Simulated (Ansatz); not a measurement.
Tuning the range parameter of LC-ωPBE so that −HOMO meets the ionisation energy; basis def2-SVP, Ansatz. System: H₁₂Au₁₃⁺ (relaxed from a model of Au13(H)12, whose bonding it doesn't keep). The state is a singlet with charge 1. Geometry: PBE-D4/def2-SVP. The ionised state is a doublet.

Geometry of the singlet:

```xyz
25

Au   -0.228   -0.452   -0.473
Au    2.690   -1.302   -0.561
Au   -1.830   -1.264   -2.663
Au    0.120   -0.610    3.072
Au   -1.455    1.903    1.048
Au   -1.679   -2.548    2.188
Au   -2.231   -2.705   -0.465
Au    1.214    1.631    1.657
Au    1.198    2.572   -2.690
Au   -1.194    1.531   -2.058
Au   -3.017    0.197   -0.307
Au    2.708    1.491   -0.671
Au    0.774   -2.635    0.919
H     3.531   -0.020   -1.349
H    -2.586   -2.315   -3.589
H     1.300    0.609    3.168
H    -0.377    2.747    1.995
H    -0.936   -1.936    3.608
H    -2.574   -3.553    0.983
H     1.707    2.638    0.283
H     2.859    2.456   -2.263
H    -0.513    2.729   -3.180
H    -4.394    0.770    0.270
H     2.716    0.975    1.079
H     2.195   -2.910    0.001
```

In the def2 sets Au takes a core potential; there is no spin–orbit coupling. Single mean-field runs in def2-SVP are fitted with def2-universal-jkfit.

```
ω (1/bohr)  HOMO (eV)  LUMO (eV)  vertical IE (eV)  HOMO + IE (eV)
       0.1     -10.44      -6.44             10.89            0.45
       0.2     -11.12      -5.91             11.02           -0.11
       0.3     -11.55      -5.70             11.16           -0.39
```

Question: Estimate the row for 0.15 bohr⁻¹.

Answer: 
| ω (1/bohr) | HOMO (eV) | LUMO (eV) | vertical IE (eV) | HOMO + IE (eV) |
| --- | --- | --- | --- | --- |
| 0.15 | -10.83 | -6.11 | 10.95 | 0.12 |

Question: Where does the tuning condition hold?

Answer: Near ω = 0.18 bohr⁻¹, by linear interpolation.
